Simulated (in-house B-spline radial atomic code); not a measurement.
The numbers below are computed, except where a source is named.
## C6 from the polarisability at imaginary frequency: B II (B+)

BHandHLYP linear response of the closed shell [He] 2s2, from an all-electron radial atomic-structure program (B-spline basis); non-relativistic, point nucleus, no spin-orbit coupling.

The dispersion coefficient of two like species is C6 = (3/π) ∫ α(iu)² du from 0 to ∞.

| u (hartree) | α(iu) (bohr³) |
| --- | --- |
| 0 | 11.01 |
| 0.0849 | 10.27 |
| 0.198 | 7.968 |
| 0.339 | 5.283 |
| 0.566 | 2.867 |
| 0.849 | 1.59 |
| 1.27 | 0.8415 |
| 1.98 | 0.405 |
| 2.83 | 0.223 |
| 4.24 | 0.1139 |
| 7.07 | 0.04938 |
| 14.1 | 0.01564 |

(1) Fit one oscillator, α(iu) = α(0)/(1 + u²/ω²), through u = 0.198 and estimate C6.

(2) How does that compare with the full integral?

## Answers

(1) From α(0)/α(iu) − 1 = 11.01/7.968 − 1 = 0.3818, ω = u/√0.3818 = 0.3204 hartree (8.7 eV). London's formula gives C6 = (3/4) α(0)² ω = 0.75 × 11.01² × 0.3204 = 29.13 hartree·bohr⁶, and the oscillator holds f = α(0) ω² = 1.13 electrons, of a sum of oscillator strengths of 4.0.

(2) The program's quadrature over all excitations gives C6 = 30, so the single oscillator is off by -2.9 %. At the last point the fit gives α = 0.00568 against 0.0156: higher excitations, and deeper shells where there are any, keep the true curve higher at large u.
